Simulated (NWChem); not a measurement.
System: CH₂O₃Si; SMILES O1[SiH2]OC1=O

Output (shortened):

```
             Northwest Computational Chemistry Package (NWChem) 7.3.0
             --------------------------------------------------------

                             Geometry "geometry" -> ""
                             -------------------------

 Output coordinates in angstroms (scale by  1.889725989 to convert to a.u.)

  No.       Tag          Charge          X              Y              Z
 ---- ---------------- ---------- -------------- -------------- --------------
    1 O                    8.0000     0.00000000     0.00000000     2.11258500
    2 C                    6.0000     0.00000000     0.00000000     0.92112500
    3 O                    8.0000     0.00000000     1.10056200     0.06513800
    4 Si                  14.0000     0.00000000     0.00000000    -1.26703900
    5 O                    8.0000     0.00000000    -1.10056200     0.06513800
    6 H                    1.0000    -1.25189000     0.00000000    -2.07662900
    7 H                    1.0000     1.25189000     0.00000000    -2.07662900

 Effective nuclear repulsion energy (a.u.)     229.0098653199

                              NWChem Property Module
                              ----------------------

                                 NWChem DFT Module
                                 -----------------

 Summary of "ao basis" -> "ao basis" (spherical)
 ------------------------------------------------------------------------------
       Tag                 Description            Shells   Functions and Types
 ---------------- ------------------------------  ------  ---------------------
 O                        aug-cc-pvdz                9       23   4s3p2d
 C                        aug-cc-pvdz                9       23   4s3p2d
 Si                       aug-cc-pvdz               11       27   5s4p2d
 H                        aug-cc-pvdz                5        9   3s2p

            General Information
            -------------------
          SCF calculation type: DFT
          Wavefunction type:  closed shell.
          No. of atoms     :     7
          No. of electrons :    46
           Alpha electrons :    23
            Beta electrons :    23
          Charge           :     0
          Spin multiplicity:     1
          Use of symmetry is: off; symmetry adaption is: off
          Maximum number of iterations: 150
          AO basis - number of functions:   137
                     number of shells:    57
          Convergence on energy requested:  1.00D-06
          Convergence on density requested:  1.00D-05
          Convergence on gradient requested:  5.00D-04

              XC Information
              --------------
                         B3LYP Method XC Potential
                     Hartree-Fock (Exact) Exchange  0.200
                        Slater Exchange Functional  0.800 local
                    Becke 1988 Exchange Functional  0.720 non-local
              Lee-Yang-Parr Correlation Functional  0.810
                  VWN I RPA Correlation Functional  0.190 local

             Grid Information
             ----------------
          Grid used for XC integration:  medium
          Radial quadrature: Mura-Knowles
          Angular quadrature: Lebedev.
          Tag              B.-S. Rad. Rad. Pts. Rad. Cut. Ang. Pts.
          ---              ---------- --------- --------- ---------
          O                   0.60       49          15.0       434
          C                   0.70       49          14.0       434
          Si                  1.10       88          12.0       590
          H                   0.35       45          13.0       434
          Grid pruning is: on
          Number of quadrature shells:   374
          Spatial weights used:  Erf1

      Superposition of Atomic Density Guess
      -------------------------------------

 Sum of atomic energies:        -551.80213719

      Non-variational initial energy
      ------------------------------

 Total energy =    -553.713742
 1-e energy   =   -1216.652812
 2-e energy   =     433.929204
 HOMO         =      -0.394992
 LUMO         =       0.001409

   convergence    iter        energy       DeltaE   RMS-Dens  Diis-err
 ---------------- ----- ----------------- --------- --------- ---------
 d= 0,ls=0.0,diis     1   -554.3936231697 -7.83D+02  1.75D-02  1.64D+00
 d= 0,ls=0.0,diis     2   -554.0127440628  3.81D-01  9.64D-03  5.98D+00
 d= 0,ls=0.0,diis     3   -554.5624567099 -5.50D-01  2.31D-03  1.99D-01
 d= 0,ls=0.0,diis     4   -554.5754523952 -1.30D-02  9.58D-04  6.82D-02
 d= 0,ls=0.0,diis     5   -554.5816070009 -6.15D-03  2.20D-04  1.64D-03
  Resetting Diis
 d= 0,ls=0.0,diis     6   -554.5817658309 -1.59D-04  5.60D-05  6.86D-05
 d= 0,ls=0.0,diis     7   -554.5817740575 -8.23D-06  2.81D-05  5.00D-06
 d= 0,ls=0.0,diis     8   -554.5817733047  7.53D-07  1.52D-05  1.29D-05
 d= 0,ls=0.0,diis     9   -554.5817746590 -1.35D-06  3.83D-06  8.16D-07
 d= 0,ls=0.0,diis    10   -554.5817747359 -7.68D-08  6.24D-07  9.09D-09

         Total DFT energy =     -554.581774735865
      One electron energy =    -1218.431423035001
           Coulomb energy =      487.725031787449
    Exchange-Corr. energy =      -52.885248808221
 Nuclear repulsion energy =      229.009865319907

 Numeric. integr. density =       46.000008055217

[...]

 DFT Linear Response polarizability / au
 Frequency  =       0.0773000 / au
 Wavelength =     589.4353558 / nm
              X              Y              Z
 -----------------------------------------------
 X      37.9426094      0.0000000     -0.0000000
 Y       0.0000000     38.8100540      0.0000000
 Z      -0.0000000      0.0000000     63.1510875
 -----------------------------------------------
 Eigenvalues =      37.9426094     38.8100540     63.1510875
 Isotropic   =      46.6345836
 Anisotropic =      24.7861427
 -----------------------------------------------

 Magnetic Dipole Response Matrix (nonzero elements):

 Exiting AOResponse driver routine
```

Level: B3LYP/aug-cc-pVDZ. All runs use the structure optimised with PBE-D3(BJ)/def2-SVP. B3LYP is NWChem's, with the RPA form of VWN correlation.

**Question.** Which NWChem input produces such a log?

**Answer.** This is not unique; one that fits is the input that was run:
```
start job
memory heap 200 mb stack 900 mb global 1100 mb
geometry units angstroms noautosym nocenter noautoz
  O      0.000000     0.000000     2.112585
  C      0.000000     0.000000     0.921125
  O      0.000000     1.100562     0.065138
  Si     0.000000     0.000000    -1.267039
  O      0.000000    -1.100562     0.065138
  H     -1.251890     0.000000    -2.076629
  H      1.251890     0.000000    -2.076629
end
basis spherical
  * library aug-cc-pvdz
end
dft
  xc b3lyp
  iterations 150
end
property
  response 1 0.0773
end
task dft property
```
